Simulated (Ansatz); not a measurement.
A made-up structure of B2SiH5F, closed shell:

```xyz
9
angstrom
B -0.2508 1.1357 -1.2709
B -0.1277 -0.9560 0.9634
F 2.4877 0.7157 0.0363
Si 0.8169 0.4578 -0.2207
H -0.5255 0.5959 -2.3058
H -0.9595 2.0417 -0.9327
H 0.3618 -1.9835 0.7989
H -1.2468 -1.0445 0.7141
H -0.0253 -0.6622 2.0705
```

It is relaxed with PBE-D4/def2-SVP and then PBE0-D4/def2-TZVP (Ansatz 0.2.0). Atoms count as bonded within 1.22 times the sum of their covalent radii (H–H: 0.88 Å). The end point is not checked to be a true minimum.

(1) Does its bonding change? (Judge from chemistry; the calculation decides.)

Results:

(1) The calculation gives: Yes. Formed: Si4–H7; broken: none.

Where it ends: The first stage lowers the energy by 2.18 eV in 30 steps. It ends as B₂SiH₅F ([BH2][Si]1([F])[H][BH2]1):
```xyz
9
angstrom
B -0.2863 1.1141 -1.4627
B -0.1842 -0.9797 1.2494
F 1.9762 1.0134 0.4825
Si 0.4823 0.4837 0.2687
H -1.0747 0.4173 -2.0244
H -0.0637 2.2063 -1.8870
H 0.5812 -1.2032 0.1291
H -1.2741 -1.3230 0.8963
H 0.3743 -1.4281 2.2011
```

Labels in which every atom is bracketed show which atoms are joined, not bond orders.

For scale, one of the runs: PBE0-D4/def2-TZVP relaxation, 160 basis functions, launched by `ansatz run in.yaml --threads 2 --pin off --events-out ev --progress --plain --max-ram 4352MiB`. Hardware: 2 CPU threads of an Arm Neoverse V1, shared host. Wall time about 41 s.
